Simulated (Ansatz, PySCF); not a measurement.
C2H7ClSi3, SMILES C=C1[SiH2][SiH2][Si@H]1Cl.

Coordinates come from a PBE0-D3(BJ)/def2-SVP optimisation. The geometry has at least one imaginary mode, so it is a saddle point at that level. The structure was generated by enumeration; whether it is a known compound was not checked.

Vertical ionisation energy (IE) and electron affinity (EA) in eV. Rows of orbital energies are one-electron estimates. Where ΔSCF, EOM or ADC give a negative EA the extra electron is unbound and the value depends on the basis.

| level | IE | EA |
|---|---|---|
| −ε(HOMO), −ε(LUMO), B3LYP/def2-TZVP (PySCF) | 7.15 | 2.19 |
| −ε(HOMO), −ε(LUMO), PBE/def2-TZVP (PySCF) | 6.32 | 2.92 |
| ΔSCF, CAM-B3LYP/def2-SVPD (Ansatz), final states of multiplicity 2 and 2 | 9.23 | 0.41 |
| ΔSCF, PBE/def2-SVPD (Ansatz), final states of multiplicity 2 and 2 | 8.84 | 0.67 |

Question: What vertical singlet–triplet gap does ΔSCF give with CAM-B3LYP/def2-SVPD (Ansatz, a first-principles code) and with PBE/def2-SVPD (Ansatz)? (The exact figures need the calculation; the answer reports its results.)

Answer: 3.66 and 3.44 eV (triplet above singlet where positive).
